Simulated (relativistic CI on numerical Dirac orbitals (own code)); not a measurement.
W8+: computed level list

Method of calculation: Dirac-Coulomb-Breit CI, separate exchange-only KLI orbitals for each configuration, model QED (radiative potential, 1s self-energy scaled to tabulated hydrogen-like ionisation energies), unscaled Slater integrals (own radial code, finite nucleus).

Configuration list (outside the closed core [Kr] 4d10): 4f14.5s2.5p4, 4f13.5s2.5p5, 4f14.5s.5p5, 4f14.5s2.5p3.5d, 4f13.5s2.5p4.5d, 4f14.5s.5p4.5d, 4f14.5s2.5p3.5f, 4f13.5s2.5p4.6s, 4f14.5p6, 4f13.5p6.5d. Double excitations out of closed p, d and f shells are left out; levels of such configurations are missing from the list, as are those of other unlisted configurations, and high levels can miss mixing partners. These lack a partner that the ground configuration has and come out too high: 4f13.5s2.5p4.6s.

The lowest level is 4f14.5s2.5p4 3P_2, with 71 % of that term; Hund's rules for 4f14.5s2.5p4 give 3P with J = 2, in agreement.

| No. | Configuration | Term | J | E (cm⁻¹) | % | Next component (%) | Lifetime (s) |
| --- | --- | --- | --- | --- | --- | --- | --- |
| 1 | 4f14.5s2.5p4 | 3P | 2 | 0 | 71 | 25 1D |  |
| 2 | 4f13.5s2.5p5 | 3F | 4 | 18482 | 81 | 10 3G |  |
| 3 | 4f13.5s2.5p5 | 1F | 3 | 19474 | 58 | 28 3D |  |
| 4 | 4f13.5s2.5p5 | 3G | 5 | 23834 | 100 |  | 3.10e+00 |
| 5 | 4f14.5s2.5p4 | 1S | 0 | 28850 | 51 | 48 3P | 3.45e-01 |
| 6 | 4f13.5s2.5p5 | 3F | 3 | 33971 | 62 | 17 3G | 1.27e-02 |
| 7 | 4f13.5s2.5p5 | 1D | 2 | 35306 | 54 | 23 3F |  |
| 8 | 4f13.5s2.5p5 | 3D | 2 | 40678 | 58 | 42 3F | 9.09e-03 |
| 9 | 4f13.5s2.5p5 | 3G | 4 | 47530 | 53 | 47 1G | 4.88e-03 |
| 10 | 4f13.5s2.5p5 | 3D | 1 | 49690 | 100 |  |  |
| 11 | 4f14.5s2.5p4 | 3P | 1 | 86742 | 99 | 1 4f14.5s.5p4.5d 3P | 8.14e-05 |
| 12 | 4f14.5s2.5p4 | 1D | 2 | 101370 | 68 | 22 3P | 1.30e-04 |
| 13 | 4f13.5s2.5p5 | 3D | 3 | 120414 | 64 | 24 3F | 6.32e-05 |
| 14 | 4f13.5s2.5p5 | 1G | 4 | 123125 | 44 | 37 3G | 5.97e-05 |
| 15 | 4f13.5s2.5p5 | 3G | 3 | 133668 | 77 | 16 1F | 6.52e-05 |
| 16 | 4f13.5s2.5p5 | 1D | 2 | 145653 | 43 | 29 3F | 5.45e-05 |
| 17 | 4f14.5s2.5p4 | 3P | 0 | 201375 | 51 | 48 1S | 2.32e-05 |
| 18 | 4f14.5s.5p5 | 3P° | 2 | 320656 | 72 | 19 4f14.5s2.5p3.5d 3P° | 7.75e-10 |
| 19 | 4f14.5s.5p5 | 3P° | 1 | 340258 | 29 | 17 4f14.5s2.5p3.5d 3P° | 7.64e-10 |
| 20 | 4f14.5s2.5p3.5d | 5D° | 0 | 351997 | 34 | 30 3P° | 1.49e-08 |
| 21 | 4f14.5s2.5p3.5d | 3F° | 2 | 353400 | 30 | 26 3D° | 1.20e-09 |
| 22 | 4f14.5s2.5p3.5d | 5D° | 3 | 355480 | 24 | 19 3F° | 1.30e-09 |
| 23 | 4f13.5s2.5p4.5d | 5D° | 4 | 355511 | 66 | 21 3F° | 1.73e-09 |
| 24 | 4f13.5s2.5p4.5d | 3D° | 3 | 359896 | 40 | 36 5P° | 4.35e-09 |
| 25 | 4f14.5s2.5p3.5d | 5D° | 4 | 363013 | 24 | 20 3F° | 1.94e-09 |
| 26 | 4f13.5s2.5p4.5d | 5F° | 5 | 364329 | 43 | 28 5G° | 4.58e-09 |
| 27 | 4f13.5s2.5p4.5d | 3G° | 3 | 364861 | 47 | 12 3F° | 1.29e-09 |
| 28 | 4f13.5s2.5p4.5d | 5H° | 6 | 364961 | 42 | 21 3H° | 2.50e-08 |
| 29 | 4f14.5s2.5p3.5d | 5D° | 1 | 365617 | 16 | 13 4f13.5s2.5p4.5d 3P° | 1.88e-10 |
| 30 | 4f13.5s2.5p4.5d | 5H° | 5 | 366693 | 32 | 30 3H° | 5.29e-09 |
| 31 | 4f13.5s2.5p4.5d | 3G° | 4 | 366753 | 20 | 14 1G° | 6.49e-09 |
| 32 | 4f13.5s2.5p4.5d | 5H° | 7 | 368247 | 48 | 28 5I° |  |
| 33 | 4f13.5s2.5p4.5d | 3P° | 2 | 368482 | 19 | 16 5P° | 1.38e-09 |
| 34 | 4f13.5s2.5p4.5d | 5D° | 3 | 371055 | 30 | 16 3D° | 2.02e-09 |
| 35 | 4f13.5s2.5p4.5d | 3G° | 4 | 371335 | 31 | 15 3F° | 9.79e-10 |
| 36 | 4f13.5s2.5p4.5d | 3D° | 2 | 371388 | 23 | 19 3F° | 5.90e-10 |
| 37 | 4f13.5s2.5p4.5d | 5G° | 6 | 371630 | 61 | 17 3H° | 2.12e-08 |
| 38 | 4f13.5s2.5p4.5d | 3S° | 1 | 373591 | 29 | 24 3P° | 5.32e-10 |
| 39 | 4f13.5s2.5p4.5d | 5F° | 4 | 374419 | 26 | 22 3G° | 2.28e-09 |
| 40 | 4f13.5s2.5p4.5d | 5F° | 5 | 374493 | 33 | 28 3G° | 8.65e-08 |
| 41 | 4f13.5s2.5p4.5d | 3F° | 2 | 374674 | 24 | 15 5S° | 1.15e-09 |
| 42 | 4f13.5s2.5p4.5d | 5G° | 3 | 374864 | 25 | 23 3F° | 2.21e-09 |
| 43 | 4f13.5s2.5p4.5d | 5I° | 8 | 376062 | 80 | 20 3K° |  |
| 44 | 4f13.5s2.5p4.5d | 3P° | 0 | 376156 | 47 | 24 1S° | 3.17e-08 |
| 45 | 4f13.5s2.5p4.5d | 3D° | 1 | 376158 | 53 | 14 5F° | 1.56e-09 |
| 46 | 4f13.5s2.5p4.5d | 3G° | 3 | 378322 | 29 | 18 5H° | 1.27e-09 |
| 47 | 4f13.5s2.5p4.5d | 3P° | 0 | 379136 | 59 | 19 5D° | 1.28e-08 |
| 48 | 4f13.5s2.5p4.5d | 3P° | 2 | 379221 | 24 | 15 5P° | 4.22e-10 |
| 49 | 4f13.5s2.5p4.5d | 3I° | 7 | 380447 | 62 | 13 3K° |  |
| 50 | 4f13.5s2.5p4.5d | 5G° | 2 | 380943 | 24 | 21 3F° | 3.02e-09 |
| 51 | 4f13.5s2.5p4.5d | 3P° | 1 | 380981 | 40 | 15 3D° | 9.79e-10 |
| 52 | 4f13.5s2.5p4.5d | 3H° | 4 | 383230 | 20 | 18 5G° | 5.98e-09 |
| 53 | 4f13.5s2.5p4.5d | 5G° | 2 | 383530 | 20 | 19 3P° | 1.69e-09 |
| 54 | 4f13.5s2.5p4.5d | 5P° | 1 | 384147 | 29 | 15 3D° | 9.24e-10 |
| 55 | 4f13.5s2.5p4.5d | 3D° | 3 | 384691 | 28 | 19 3F° | 6.65e-10 |
| 56 | 4f13.5s2.5p4.5d | 5H° | 7 | 385549 | 58 | 37 3I° |  |
| 57 | 4f13.5s2.5p4.5d | 3D° | 3 | 385558 | 33 | 20 3F° | 1.13e-09 |
| 58 | 4f13.5s2.5p4.5d | 3H° | 5 | 385872 | 32 | 19 1H° | 1.10e-07 |
| 59 | 4f13.5s2.5p4.5d | 3H° | 6 | 386159 | 34 | 23 1I° | 7.03e-09 |
| 60 | 4f13.5s2.5p4.5d | 3D° | 2 | 386428 | 26 | 12 3F° | 1.53e-09 |
| 61 | 4f13.5s2.5p4.5d | 3H° | 6 | 387799 | 45 | 44 5G° | 7.82e-09 |
| 62 | 4f13.5s2.5p4.5d | 3D° | 2 | 388129 | 31 | 19 3P° | 7.45e-10 |
| 63 | 4f13.5s2.5p4.5d | 3F° | 4 | 388161 | 28 | 19 3G° | 3.64e-09 |
| 64 | 4f13.5s2.5p4.5d | 5F° | 3 | 388558 | 24 | 19 3D° | 1.59e-09 |
| 65 | 4f13.5s2.5p4.5d | 3G° | 5 | 389162 | 29 | 21 5F° | 4.66e-09 |
| 66 | 4f13.5s2.5p4.5d | 5D° | 0 | 389385 | 50 | 33 3P° | 3.09e-08 |
| 67 | 4f13.5s2.5p4.5d | 5D° | 1 | 389509 | 40 | 18 3P° | 3.23e-09 |
| 68 | 4f13.5s2.5p4.5d | 3F° | 4 | 389704 | 29 | 22 1G° | 4.53e-09 |
| 69 | 4f13.5s2.5p4.5d | 5F° | 2 | 390223 | 40 | 28 3F° | 9.16e-10 |
| 70 | 4f13.5s2.5p4.5d | 5F° | 1 | 390960 | 50 | 30 3D° | 5.45e-09 |

Energies count from the lowest computed level; ° marks odd parity; lifetimes are radiative, by E1, M1, E2 decay to levels of this space only; some are left blank where a channel outside the calculation adds to the decay or the decay crosses a small, uncertain gap.

The mean weight of the leading LS term, summed over parents, in these 70 levels is 44 %, and that of the leading jj configuration (from the same eigenvectors) 69 %, so jj coupling describes them better and the LS labels are nominal.

At this charge configurations can still be misplaced by up to about 7 % of their energy. Levels and lines within the n = 5 or 6 shells can be off by up to 10 % or somewhat more, and those that change n by about 2 %, since core polarisation is missing. Levels that differ in their count of f electrons can be misplaced by several ten thousand cm⁻¹, since the correlation energy of f electrons is missing or only estimated; rates across such gaps can be off by orders of magnitude.

LS names give the leading component of a level, which can be under half, so a name can repeat, a term be missing and a line seem to break the LS rules.
